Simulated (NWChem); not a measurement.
System: SnHOF, singlet; SMILES [F][Sn][OH]

NWChem input:

```
start job
memory heap 200 mb stack 900 mb global 1100 mb
geometry units angstroms noautoz
  Sn     0.345144     0.058596     0.000000
  F     -0.918919    -1.445381     0.000000
  O     -1.089023     1.434205     0.000000
  H     -1.974191     1.043910     0.000000
end
basis spherical
  * library def2-svp
end
ecp
  Sn library def2-ecp
end
dft
  xc rpbe cpbe96
  iterations 150
  mulliken
end
task dft energy
```

Low-valent species are run as closed-shell singlets; no triplet was tried in these runs. The geometry was optimised at PBE0/def2-SVP. def2 effective core potentials on Sn; no spin-orbit coupling.

Give the results of this calculation. (RPBE/def2-SVP with def2 effective core potentials on Sn.) Quantities: energy (Ha); highest occupied level (eV); orbital gap (eV); dipole (D).


```yaml
energy (Ha): -389.93
highest occupied level (eV): -6.58
orbital gap (eV): 3.82
dipole (D): 1.35
```
